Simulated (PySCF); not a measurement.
CH₅AsGa, SMILES [CH3][Ga][AsH2], multiplicity 2. Coordinates come from a PBE-D3(BJ)/def2-SVP optimisation. The multiplicity is an assumed one; no other spin state was optimised. The isomer is the one that the SMILES or the coordinates give; other isomers of the formula were not compared.

Computed equilibrium geometry at PBE-D3(BJ)/def2-SVP (PySCF confirms it by a frequency run) as Cartesian coordinates in Å:
```xyz
8

Ga    -0.7035     0.8252     0.0309
C     -0.5182     1.6855    -1.7888
H     -1.2804     2.4675    -1.9682
H     -0.6002     0.9013    -2.5705
H      0.4926     2.1416    -1.8544
As     0.8002    -1.1399     0.4606
H     -0.0052    -1.9004    -0.6175
H     -0.0968    -1.6862     1.5853
```
Charge 0, spin multiplicity 2.
